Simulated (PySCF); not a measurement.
**Ionising CsO**

UHF-CCSD(T); PySCF, scalar-relativistic core potentials, basis sets Cs def2-SVP with ECP46, O def2-SVP. Neutral (UHF): doublet (π ↑), Re = 2.599 Å, ωe = 342 cm⁻¹, De = 1.98 eV.

CsO⁺ (UHF): triplet (π ↑↑), Re = 3.368 Å, ωe = 110 cm⁻¹, De = 0.20 eV to Cs⁺ + O. The energies at the minima are -94.81018 hartree for CsO and -94.60601 for CsO⁺.

Task: Work out the adiabatic ionisation energy, without and with harmonic zero-point energies (1 hartree = 27.2114 eV, 1 eV = 8065.5 cm⁻¹), and the change of the bond length.

Result: At UHF-CCSD(T): 0.20417 hartree = 5.556 eV between the minima; the zero-point term (110.0 − 342.0)/2 cm⁻¹ = -0.014 eV makes it 5.541 eV. Re changes by +76.9 pm against the neutral. The electron leaves a π orbital, and the ion is left as a loose complex of an ion and an atom.

Correlated steps freeze 1 core orbital. Weak bonds: CsO⁺. Basis-set superposition, not corrected here, can be much of De in a small basis, most of all at correlated wavefunction levels. These are scalar-relativistic numbers at best; spin–orbit coupling would shift them, the dissociation energy most. For an ion De counts to the pair picked by the measured ionisation energies or electron affinities, which need not be the lowest pair at this level. States were picked by a PBE0 search and need not be the measured ground states.
